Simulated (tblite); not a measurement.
Compound: C7H9NO.
Atom-mapped SMILES: `[CH3:1][CH2:2][O:3][c:4]1[cH:5][cH:6][cH:7][n:8][cH:9]1` (hydrogens: H10, H11, H12 on C1; H13, H14 on C2; H15 on C5; H16 on C6; H17 on C7; H18 on C9)

Computed with GFN2-xTB (tblite), gas phase: nudged elastic band of 9 images (0 to 8), spring 0.2 eV/Å², climbing image at the end, force threshold 0.05 eV/Å. The top image wasn't refined or checked by frequencies; at this threshold it can lie a kcal/mol or more above the true saddle point of the method.

The band describes a rotation about C4–O3 (aromatic carbon bearing oxygen, aryl ether oxygen), followed by the dihedral C9–C4–O3–C2, from the optimised start (0°) to a second optimised geometry at 180°.

Problem. Give the energy profile along the converged band.

Solution. 
```json
{"image": "0", "dihedral (°)": "0", "E (eV)": "0.000", "C4–O3 (Å)": "1.355", "C9···C2 (Å)": "2.85", "largest true force (eV/Å)": "0.01"}
{"image": "1", "dihedral (°)": "20", "E (eV)": "0.043", "C4–O3 (Å)": "1.357", "C9···C2 (Å)": "2.90", "largest true force (eV/Å)": "0.04"}
{"image": "2", "dihedral (°)": "44", "E (eV)": "0.129", "C4–O3 (Å)": "1.364", "C9···C2 (Å)": "2.98", "largest true force (eV/Å)": "0.04"}
{"image": "3", "dihedral (°)": "70", "E (eV)": "0.201", "C4–O3 (Å)": "1.373", "C9···C2 (Å)": "3.09", "largest true force (eV/Å)": "0.03"}
{"image": "4", "dihedral (°)": "96", "E (eV)": "0.224", "C4–O3 (Å)": "1.376", "C9···C2 (Å)": "3.26", "largest true force (eV/Å)": "0.01"}
{"image": "5", "dihedral (°)": "123", "E (eV)": "0.186", "C4–O3 (Å)": "1.369", "C9···C2 (Å)": "3.45", "largest true force (eV/Å)": "0.03"}
{"image": "6", "dihedral (°)": "146", "E (eV)": "0.131", "C4–O3 (Å)": "1.362", "C9···C2 (Å)": "3.58", "largest true force (eV/Å)": "0.04"}
{"image": "7", "dihedral (°)": "164", "E (eV)": "0.056", "C4–O3 (Å)": "1.358", "C9···C2 (Å)": "3.63", "largest true force (eV/Å)": "0.05"}
{"image": "8", "dihedral (°)": "180", "E (eV)": "0.010", "C4–O3 (Å)": "1.354", "C9···C2 (Å)": "3.65", "largest true force (eV/Å)": "0.01"}
```

Barriers of this band. The top is image 4 at 96°: 0.224 eV forward and 0.214 eV back; the end lies 0.010 eV above the start. The central bond is 0.021 Å longer at the top than at the start.

Problem. What rate follows at 298 K for crossing this barrier forward?

Solution. Taking the electronic barrier for the free energy of activation (no zero-point or entropy terms, transmission 1), rate = (kT/h)·exp(−ΔE/kT) ≈ 1 × 10^9 s⁻¹, whose inverse is 1 × 10^-9 s. An error of 1 kcal/mol in the barrier changes this by a factor of 5, and the method and the loose band can each miss by that much or more.

Problem. How would the two end points share their population at 298 K, from these energies alone?

Solution. exp(−ΔE/kT) with ΔE = 0.010 eV gives 0.68 for the higher one (end) against 1 for the lower, without vibrational, rotational or degeneracy terms. GFN2-xTB can put conformers this close in the wrong order.

The cost below is that of the whole band run. The run took about 13 s of CPU time (one thread, shared machine).
